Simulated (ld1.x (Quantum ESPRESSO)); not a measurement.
Pseudopotential generation for C (Z = 6): ultrasoft, Wu–Cohen, non-relativistic.

The input file (ld1.x (Quantum ESPRESSO) 7.5):

```
&input
   title='C', zed=6., rel=0, dft='WC', iswitch=3,
   config='[He] 2s2 2p2 3d-2',
   nld=3, rlderiv=2.25, eminld=-3.0, emaxld=5.0, deld=0.02
 /
 &inputp
   pseudotype=3, tm=.true., lloc=-2, rcloc=1.70,
   nlcc=.true., new_core_ps=.true., rcore=1.05,
   file_pseudopw='C.UPF', file_wfcaegen='ae.wfc', file_wfcncgen='nc.wfc', file_beta='beta', file_chi='chi', file_wfcusgen='us.wfc'
 /
6
2S  1  0   2.00   0.00  0.95  1.00  0.0
2S  1  0   0.00   1.45  0.95  1.00  0.0
2P  2  1   2.00   0.00  1.60  2.05  0.0
2P  2  1   0.00   0.05  1.60  2.05  0.0
3D  3  2  -2.00   0.05  1.50  1.60  0.0
3D  3  2  -2.00   2.40  1.50  1.60  0.0
 &test
   configts(1)='2s2 2p2'
 /
```

Command:

```bash
ld1.x < C.in > C.out
```

Resulting log (shortened: banner, matrices, multipoles, cross overlaps and the repeated all-electron block are left out):

```
Program LD1 v.7.5
     --------------------------- All-electron run ----------------------------

     C

     atomic number is  6.00
     dft =WC   lsd =0 sic =0 latt =0  beta=0.20 tr2=1.0E-14
     Exchange-correlation= WC
                           (   1   4  11   4   0   0   0)
     mesh =1073 r(mesh) = 100.30751 a.u. xmin = -7.00 dx = 0.01250
     1 Ry =  13.60569312 eV

     n l     nl                  e(Ry)          e(Ha)          e(eV)
     1 0     1S 1( 2.00)       -20.0399       -10.0200      -272.6573
     2 0     2S 1( 2.00)        -1.0036        -0.5018       -13.6545
     2 1     2P 1( 2.00)        -0.3855        -0.1927        -5.2449

     final scf error:  1.5E-15 reached in  23 iterations

     Etot =     -75.309583 Ry,     -37.654792 Ha,   -1024.639079 eV

     Ekin =      75.045909 Ry,      37.522954 Ha,    1021.051603 eV
     Encl =    -175.761580 Ry,     -87.880790 Ha,   -2391.358127 eV
     Eh   =      35.360280 Ry,      17.680140 Ha,     481.101113 eV
     Exc  =      -9.954191 Ry,      -4.977096 Ha,    -135.433669 eV

     normalization and overlap integrals

     s(1S/1S) =  1.000000  <r> =   0.2712  <r2> =    0.0997  r(max) =   0.1752
     s(2S/2S) =  1.000000  <r> =   1.5747  <r2> =    3.0017  r(max) =   1.2162
     s(2P/2P) =  1.000000  <r> =   1.7937  <r2> =    4.2228  r(max) =   1.2011

     ------------------------ End of All-electron run ------------------------

     --------------------- Generating US pseudopotential ---------------------

      Generating local potential from pseudized AE potential:
      Matching radius rcloc =   1.7000
      Enforcing V''(0)=0 (lloc=-2)

      Local pseudo, rcloc= 1.704 Estimated cut-off energy=    10.67 Ry

      Computing core charge for nlcc:

       r > 1.06 : true rho core
      Core charge pseudized with two Bessel functions
      Integrated core pseudo-charge :   0.11

      Wfc   2S  rcut= 0.959  Using Troullier-Martins method
      Wfc-us  2S rcutus= 1.008  Estimated cut-off energy=    41.83 Ry

      Wfc   2S  rcut= 0.959  Using Troullier-Martins method
      Wfc-us  2S rcutus= 1.008  Estimated cut-off energy=    45.61 Ry

      Wfc   2P  rcut= 1.581  Using Troullier-Martins method
      Wfc-us  2P rcutus= 2.030  Estimated cut-off energy=    18.98 Ry

      Wfc   2P  rcut= 1.581  Using Troullier-Martins method
      Wfc-us  2P rcutus= 2.030  Estimated cut-off energy=    21.54 Ry

      Wfc   3D  rcut= 1.504  Using Troullier-Martins method
      Wfc-us  3D rcutus= 1.581  Estimated cut-off energy=    40.68 Ry

      Wfc   3D  rcut= 1.504  Using Troullier-Martins method
      Wfc-us  3D rcutus= 1.581  Estimated cut-off energy=    43.14 Ry

     ------------------- End of pseudopotential generation -------------------

     Computing logarithmic derivative in   2.25807
     Computing logarithmic derivative in   2.25807
     Computing the partial wave expansion
     R is outside the sphere for l=    0 j= 0.00
     R is outside the sphere for l=    0 j= 0.00
     R is outside the sphere for l=    1 j= 0.00
     R is outside the sphere for l=    1 j= 0.00
     R is outside the sphere for l=    2 j= 0.00
     R is outside the sphere for l=    2 j= 0.00

     ---------------------- Testing the pseudopotential ----------------------

     C

     atomic number is  6.00   valence charge is  4.00
     dft =WC   lsd =0 sic =0 latt =0  beta=0.20 tr2=1.0E-14
     mesh =1073 r(mesh) = 100.30751 xmin = -7.00 dx = 0.01250

     n l     nl             e AE (Ry)        e PS (Ry)    De AE-PS (Ry)
     1 0     2S   1( 2.00)       -1.00359       -1.00359        0.00000
     2 1     2P   1( 2.00)       -0.38549       -0.38549        0.00000

     eps = 7.1E-20  iter =  1

     Etot =     -75.309583 Ry,     -37.654792 Ha,   -1024.639079 eV
     Etotps =   -10.794696 Ry,      -5.397348 Ha,    -146.869325 eV

     Ekin =       4.429135 Ry,       2.214568 Ha,      60.261455 eV
     Encl =     -20.666513 Ry,     -10.333256 Ha,    -281.182231 eV
     Ehrt =       8.739435 Ry,       4.369717 Ha,     118.906069 eV
     Ecxc =      -2.934370 Ry,      -1.467185 Ha,     -39.924143 eV
     (Ecc =      -0.081184 Ry,      -0.040592 Ha,      -1.104571 eV)
     Epseu=      -0.362383 Ry,      -0.181192 Ha,      -4.930475 eV

     ---------------------- End of pseudopotential test ----------------------
```

Generation and configuration tests took about 0.95 s on one core of a shared server CPU.
